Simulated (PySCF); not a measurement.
## Spinor energies of La¹⁸⁺ (lanthanum, charge +18)

Start: [Kr] 4d3; 4d3/2 filled at m_j = -1/2, +1/2, +3/2. Calculated with PySCF 2.14 in an even-tempered Gaussian basis (18 s from 1 bohr⁻², ratio 2.8; 14 p from 1.4 bohr⁻², ratio 2.8; 9 d from 1.4 bohr⁻², ratio 2.8; 4 f from 5.4 bohr⁻², ratio 3): generalised Hartree-Fock with the X2C-1e Hamiltonian and a Gaussian nucleus; spin-orbit coupling (SO) screened by Boettger's factors.

| spinor shell | electrons | ε, screened SO (eV) | weight of nominal j (screened SO) | rms radius, screened SO (bohr) |
| --- | --- | --- | --- | --- |
| 1s1/2 | 2 | -39565.1 | 1.000 | 0.0286 |
| 2s1/2 | 2 | -6780.3 | 1.000 | 0.116 |
| 2p1/2 | 2 | -6408.7 | 1.000 | 0.100 |
| 2p3/2 | 4 | -5990.2 | 1.000 | 0.106 |
| 3s1/2 | 2 | -1827.7 | 1.000 | 0.303 |
| 3p1/2 | 2 | -1670.4 | 1.000 | 0.294 |
| 3p3/2 | 4 | -1585.2 | 1.000 | 0.306 |
| 3d3/2 | 4 | -1314.5 | 0.993 | 0.277 |
| 3d5/2 | 6 | -1293.9 | 0.996 | 0.281 |
| 4s1/2 | 2 | -681.65 | 1.000 | 0.662 |
| 4p1/2 | 2 | -622.20 | 0.952 | 0.673 |
| 4p3/2 | 4 | -592.96 | 0.976 | 0.694 |
| 4d3/2 | 3 | -499.86 | 0.869 | 0.718 |

```tsv
quantity	screened SO
E (hartree)	-8364.54479
M_J	3/2
⟨J²⟩	4.773
⟨L²⟩	10.660
⟨S²⟩	3.096
```

The determinant has a definite M_J but mixes levels of different J.

Each row is a mean over spinors that exchange with the open shell spreads, by up to 9.130 eV (4s1/2).

Rows whose weight is well below 1 are mixtures of j = l ± 1/2: exchange outweighs spin-orbit coupling there, and the label is only the starting occupation.

Breit and QED terms are absent; they matter most for the inner s and p1/2 levels.

Densities and radii are taken from the X2C orbitals without a picture-change correction, which distorts them close to the nucleus.
